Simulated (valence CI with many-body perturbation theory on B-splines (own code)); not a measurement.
Ir XXVIII: E2, M1 decay

Method: configuration interaction combined with many-body perturbation theory (CI+MBPT): four valence electrons over a frozen Dirac-Fock core [Kr] 4d10, radial functions for each j: 8 s, 8 p, 9 d, 9 f, 6 g, 3 h, 2 i, with the one-electron correlation potential Σ1 (screened to all orders), the two-electron term Σ2, the three-electron term Σ3, Breit, model QED; selected single and double excitations, second order for the rest, scaled by the run's own slope (own B-spline code, finite nucleus).

No measured spectrum was set against this ion. As an estimate, large intervals hold to a few tenths of a per cent, small ones and those within an open d or f shell to about a per cent. Core correlation moves these levels by up to 5000 cm⁻¹, and in measured spectra 5 to 20 % of such shifts remained as error; rates that hang on mixing are uncertain with them. Only levels of the ground parity were solved; by the run's estimate the other parity begins above the list, which can be wrong where configurations are misplaced.

Lines 51 to 100 of 120 in falling wavelength, among levels below 162210 cm⁻¹, chosen from the decays that carry over 1 % of a level's rate. Wavelengths and rates use the calculated energies. Electric multipoles are in the length gauge, E1 and E2 with the static RPA response of the core. Weak lines are less certain than strong ones. Lines between different terms over intervals too small for the method are left out, as are lines whose strength nearly cancels. Where a level lies close to another of its J and parity, the split of strength between their lines is uncertain.

Levels are named by their leading jj configuration (3d3/2^4 stands for four electrons in 3d with j = 3/2), which in mixed levels can hold well under half, so a name can repeat and another be missing. Letters in brackets count levels of one name in rising energy.

| λ vac (nm) | Upper | Lower | Type | A (s⁻¹) | Branch % |
| --- | --- | --- | --- | --- | --- |
| 305.4 | (4f5/2^3 4f7/2) J=8 [b] | (4f5/2^3 4f7/2) J=7 [a] | M1 | 2.23e+02 | 39.2 |
| 304.0 | (4f5/2^2 4f7/2^2) J=6 [b] | (4f5/2^2 4f7/2^2) J=6 [a] | M1 | 1.83e+02 | 14.2 |
| 295.2 | (4f5/2^2 4f7/2^2) J=2 [a] | (4f5/2^3 4f7/2) J=3 [a] | M1 | 3.89e+02 | 28.8 |
| 287.4 | (4f5/2^2 4f7/2^2) J=1 | (4f5/2^3 4f7/2) J=2 [b] | M1 | 5.29e+02 | 49.0 |
| 286.5 | (4f5/2^2 4f7/2^2) J=3 [a] | (4f5/2^3 4f7/2) J=3 [a] | M1 | 3.43e+02 | 29.1 |
| 283.4 | (4f5/2 4f7/2^3) J=7 [a] | (4f5/2^3 4f7/2) J=7 [b] | M1 | 5.22e+02 | 24.4 |
| 279.5 | (4f5/2^2 4f7/2^2) J=2 [b] | (4f5/2^3 4f7/2) J=2 [b] | M1 | 5.31e+02 | 49.5 |
| 276.4 | (4f5/2^3 4f7/2) J=5 [b] | (4f5/2^2 4f7/2^2) J=6 [a] | M1 | 8.92e+01 | 17.7 |
| 268.5 | (4f5/2^4) J=2 | (4f5/2^4) J=4 | E2 | 2.51e-02 | 100.0 |
| 267.4 | (4f5/2^2 4f7/2^2) J=1 | (4f5/2^3 4f7/2) J=2 [a] | M1 | 2.42e+01 | 2.2 |
| 262.9 | (4f5/2^3 4f7/2) J=7 [b] | (4f5/2^2 4f7/2^2) J=6 [a] | M1 | 6.38e+02 | 70.3 |
| 260.6 | (4f5/2^2 4f7/2^2) J=2 [b] | (4f5/2^3 4f7/2) J=2 [a] | M1 | 3.82e+01 | 3.6 |
| 256.6 | (4f5/2^2 4f7/2^2) J=4 [b] | (4f5/2^3 4f7/2) J=4 [a] | M1 | 4.65e+02 | 28.4 |
| 249.9 | (4f5/2^2 4f7/2^2) J=4 [c] | (4f5/2^3 4f7/2) J=3 [b] | M1 | 2.79e+01 | 3.3 |
| 249.3 | (4f5/2^2 4f7/2^2) J=6 [d] | (4f5/2^3 4f7/2) J=5 [b] | M1 | 7.72e+01 | 23.2 |
| 247.4 | (4f5/2 4f7/2^3) J=7 [a] | (4f5/2^2 4f7/2^2) J=6 [b] | M1 | 1.25e+03 | 58.5 |
| 241.9 | (4f5/2^2 4f7/2^2) J=3 [b] | (4f5/2^3 4f7/2) J=3 [b] | M1 | 1.63e+02 | 30.8 |
| 240.2 | (4f5/2^2 4f7/2^2) J=2 [b] | (4f5/2^3 4f7/2) J=3 [a] | M1 | 3.22e+01 | 3.0 |
| 238.5 | (4f5/2^2 4f7/2^2) J=2 [a] | (4f5/2^3 4f7/2) J=1 [a] | M1 | 5.30e+02 | 39.2 |
| 238.4 | (4f5/2^2 4f7/2^2) J=3 [b] | (4f5/2^3 4f7/2) J=2 [b] | M1 | 1.27e+02 | 24.0 |
| 230.4 | (4f5/2^2 4f7/2^2) J=6 [d] | (4f5/2^2 4f7/2^2) J=6 [b] | M1 | 1.37e+02 | 41.1 |
| 230.4 | (4f5/2^2 4f7/2^2) J=5 [a] | (4f5/2^3 4f7/2) J=4 [a] | M1 | 7.33e+01 | 12.4 |
| 228.5 | (4f5/2^4) J=0 | (4f5/2^3 4f7/2) J=1 [a] | M1 | 1.01e-01 | 7.0 |
| 226.3 | (4f5/2^3 4f7/2) J=1 [b] | (4f5/2^3 4f7/2) J=2 [b] | M1 | 2.69e+00 | 1.5 |
| 224.5 | (4f5/2^2 4f7/2^2) J=3 [b] | (4f5/2^3 4f7/2) J=2 [a] | M1 | 4.40e+01 | 8.3 |
| 215.2 | (4f5/2^2 4f7/2^2) J=4 [c] | (4f5/2^3 4f7/2) J=3 [a] | M1 | 1.10e+02 | 13.2 |
| 209.1 | (4f5/2^2 4f7/2^2) J=9 | (4f5/2^3 4f7/2) J=8 [a] | M1 | 4.26e+02 | 71.0 |
| 208.4 | (4f5/2^2 4f7/2^2) J=2 [c] | (4f5/2^3 4f7/2) J=3 [b] | M1 | 7.49e+02 | 35.1 |
| 205.5 | (4f5/2^2 4f7/2^2) J=6 [b] | (4f5/2^3 4f7/2) J=5 [a] | M1 | 1.10e+03 | 85.8 |
| 205.3 | (4f5/2^2 4f7/2^2) J=1 | (4f5/2^3 4f7/2) J=1 [a] | M1 | 5.14e+02 | 47.6 |
| 202.1 | (4f5/2^3 4f7/2) J=4 [a] | (4f5/2^4) J=4 | M1 | 7.64e+02 | 88.3 |
| 201.3 | (4f5/2^2 4f7/2^2) J=2 [b] | (4f5/2^3 4f7/2) J=1 [a] | M1 | 4.15e+02 | 38.7 |
| 195.3 | (4f5/2^2 4f7/2^2) J=2 [c] | (4f5/2^3 4f7/2) J=2 [a] | M1 | 7.19e+02 | 33.7 |
| 194.7 | (4f5/2^2 4f7/2^2) J=5 [b] | (4f5/2^3 4f7/2) J=4 [a] | M1 | 4.48e+02 | 44.3 |
| 192.5 | (4f5/2^3 4f7/2) J=5 [b] | (4f5/2^3 4f7/2) J=5 [a] | M1 | 1.63e+02 | 32.5 |
| 187.7 | (4f5/2^2 4f7/2^2) J=2 [a] | (4f5/2^4) J=2 | M1 | 2.61e+01 | 1.9 |
| 186.4 | (4f5/2^2 4f7/2^2) J=4 [c] | (4f5/2^3 4f7/2) J=4 [a] | M1 | 4.56e+02 | 54.6 |
| 183.6 | (4f5/2^2 4f7/2^2) J=2 [c] | (4f5/2^3 4f7/2) J=3 [a] | M1 | 1.61e+02 | 7.5 |
| 181.9 | (4f5/2^2 4f7/2^2) J=3 [b] | (4f5/2^3 4f7/2) J=4 [a] | M1 | 4.67e+01 | 8.8 |
| 181.4 | (4f5/2^4) J=0 | (4f5/2^4) J=2 | E2 | 1.33e+00 | 92.5 |
| 180.2 | (4f5/2^2 4f7/2^2) J=8 [a] | (4f5/2^3 4f7/2) J=7 [a] | M1 | 1.55e+02 | 33.9 |
| 177.1 | (4f5/2^2 4f7/2^2) J=4 [a] | (4f5/2^3 4f7/2) J=5 [a] | M1 | 1.28e+02 | 17.3 |
| 176.5 | (4f5/2^3 4f7/2) J=3 [a] | (4f5/2^4) J=4 | M1 | 7.28e+01 | 34.8 |
| 175.9 | (4f5/2^2 4f7/2^2) J=5 [a] | (4f5/2^2 4f7/2^2) J=6 [a] | M1 | 1.73e+02 | 29.4 |
| 174.6 | (4f5/2^2 4f7/2^2) J=6 [c] | (4f5/2^3 4f7/2) J=7 [a] | M1 | 1.41e+02 | 26.7 |
| 173.5 | (4f5/2^2 4f7/2^2) J=0 [a] | (4f5/2^3 4f7/2) J=1 [a] | M1 | 2.56e+02 | 90.7 |
| 163.8 | (4f5/2^2 4f7/2^2) J=2 [b] | (4f5/2^4) J=2 | M1 | 4.95e+01 | 4.6 |
| 161.1 | (4f5/2 4f7/2^3) J=7 [a] | (4f5/2^3 4f7/2) J=7 [a] | M1 | 4.15e+01 | 1.9 |
| 160.0 | (4f5/2^2 4f7/2^2) J=2 [c] | (4f5/2^3 4f7/2) J=1 [a] | M1 | 3.61e+02 | 16.9 |
| 158.4 | (4f5/2^3 4f7/2) J=3 [b] | (4f5/2^4) J=4 | M1 | 1.10e+02 | 23.3 |
